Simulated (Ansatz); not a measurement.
Input for Ansatz (a first-principles code): U-PBE0/def2-TZVPP on Ga, 2S+1 = 2, a spin state set in the input, which need not be the lowest.

Ansatz 0.2 input:
```yaml
crystal:
  periodic: [false, false, false]
  atoms:
    - {symbol: Ga, position_ang: [0.00000000, 0.00000000, 0.00000000]}
basis:
  gaussian:
    orbitals: def2-TZVPP
hamiltonian:
  xc: {name: PBE0}
magnetization: {spin_polarized: true, initial_magnetization: 1}
scf: {lower_state_search: full}
```

It printed:

```
Functional definition: PBE0
[...]
integrals: 0.01 GiB planned
319 factors; integrals over basis functions are off by at most 4.0e-5 eV
mean field: 0.12 GiB planned
mean field evaluation 1: about -52369.6206 eV, gradient 8.3e0 eV
mean field evaluation 2: about -52369.6211 eV, gradient 8.3e0 eV
mean field evaluation 4: about -52369.7297 eV, gradient 5.5e-1 eV
mean field evaluation 8: about -52369.7311 eV, gradient 7.3e-4 eV
mean field evaluation 16: about -52369.7308 eV, gradient 1.6e-1 eV
mean field evaluation 32: about -52369.7311 eV, gradient 4.1e-2 eV
mean field -52369.73105682 eV, -1924.5521188594 hartree, gradient 7.3e-5 eV, S^2 0.753721; 4 other end points of the search recorded, 0 dependent functions left out
reference -52369.73107546 eV, -1924.5521195447 hartree; 16, 15 occupied and 32, 33 virtual orbitals, 319 factors
Total energy: -52369.73107546 eV, -1924.5521195447 hartree
```

Self-consistency was reached.

Cost: very roughly 2.2 core-seconds.
